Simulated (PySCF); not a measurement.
**How methods differ on the ionisation energy of C⁺**

C⁺ [He] 2s2 2p1 (2P) → C²⁺ [He] 2s2 (1S), as a difference of total energies. Calculation: PySCF 2.14, in aug-cc-pVTZ-DK; scalar relativity by spin-free X2C-1e. Correlated levels: valence: 1s2 frozen. The calculations carry no spin-orbit coupling.

| method | ionisation energy (eV) |
| --- | --- |
| UHF | 24.146 |
| MP2 (valence) | 24.360 |
| SCS-MP2 (valence) | 24.321 |
| CCSD (valence) | 24.195 |
| CCSD(T) (valence) | 24.226 |
| CCSDT (valence) | 24.235 |

A first-order spin-orbit estimate (lowest level to lowest level, LS coupling) adds 0.005 eV.

Errors of the correlated levels include the incompleteness of this basis and the frozen core.

The coupled-cluster amplitudes are large for C²⁺ (T1 above 0.03 or a double amplitude above 0.15), so a single reference is strained.

Question: Which method comes closest to the reference value, and which is furthest?

Answer: The reference is 24.383 eV (measured; NIST Atomic Spectra Database, ionization energies). Closest: MP2 (valence) (error -0.018 eV); furthest: UHF (error -0.232 eV), both after the spin-orbit estimate.
